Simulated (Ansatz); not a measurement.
Compare A (`Cl[SiH]1NCO1`) with its isomer B (`N[Si]1(Cl)CO1`).

Isolated molecules relaxed with PBE0-D4/def2-TZVP in Ansatz; ΔE leaves out vibrations. CBS: MP2 limit from def2 TZ/QZ plus the TZ coupled-cluster correction, frozen cores. DFT in def2-TZVPP. B3LYP here is the variant with VWN-RPA as its local correlation; programs differ in this. One conformer a species, not always the lowest.

A:

Z-matrix (Å, degrees):
```
Si
N 1 1.710
C 1 2.205 2 41.6
Cl 1 2.047 2 117.4 3 -109.6
O 1 1.658 2 82.1 3 5.0
H 1 1.473 2 120.1 3 120.7
H 2 1.005 1 131.6 3 128.6
H 3 1.094 1 128.3 2 90.0
H 3 1.096 1 121.2 2 -96.7
```

B:

Z-matrix (Å, degrees):
```
Si
Cl 1 2.034
C 1 1.791 2 120.2
N 1 1.678 2 107.0 3 159.9
O 1 1.632 2 119.4 3 -61.1
H 3 1.088 1 123.2 2 158.0
H 3 1.088 1 122.7 2 -8.4
H 4 1.005 1 122.9 2 170.6
H 4 1.004 1 122.9 2 -10.7
```

Task: Which isomer does CCSD(T)/CBS put lower? Give the gap. (Best estimate.)

Result: Computed: A, by 21.1 kJ/mol.

Task: Give E(B) − E(A) in kJ/mol with B3LYP, PBE-D4, MP2/def2-TZVPP, CCSD(T)/def2-TZVPP, B3LYP-D4, PBE0-D4, r2SCAN-D4. (Estimate.)

Result: The calculation gave: B3LYP 19.1, PBE-D4 16.4, MP2/def2-TZVPP 21.5, CCSD(T)/def2-TZVPP 24.4, B3LYP-D4 19.0, PBE0-D4 24.5, r2SCAN-D4 15.4. None reverses the order clearly.

Largest T1 diagnostic: 0.011.

From PBE to PBE0 (25 % exact exchange), in def2-TZVPP and without D4, E(B) − E(A) moves by +8.2 kJ/mol. In def2-TZVPP, CCSD(T) changes the Hartree–Fock value by −17.3 kJ/mol (the triples alone add −2.5 kJ/mol) and MP2 by −20.2 kJ/mol.
